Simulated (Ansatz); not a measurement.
Results of the Gaussian-basis code of Ansatz.

A structure relaxed at PBE0-D4/def2-TZVP, charge 0, multiplicity 1:

Cartesian coordinates in Å:
```
Se 0.5137 2.2614 -0.0991
Si -0.1590 0.1467 0.3808
Se 1.2458 -1.5015 -0.3088
Se -2.1334 -0.2158 -0.6828
H 0.7139 1.9442 -1.5196
H -0.2859 0.1409 1.8578
H 2.2732 -1.1378 0.6794
H -2.1684 -1.6381 -0.3077
```

(1) Give its formula and SMILES.

(2) Summarise the bond lengths by kind.

Results:

(1) H4Se3Si, `[SeH][SiH]([SeH])[SeH]`.

(2) 3 × Se–Si 2.270 to 2.273 Å; 3 × H–Se 1.469 to 1.471 Å; 1 × H–Si 1.482 Å.
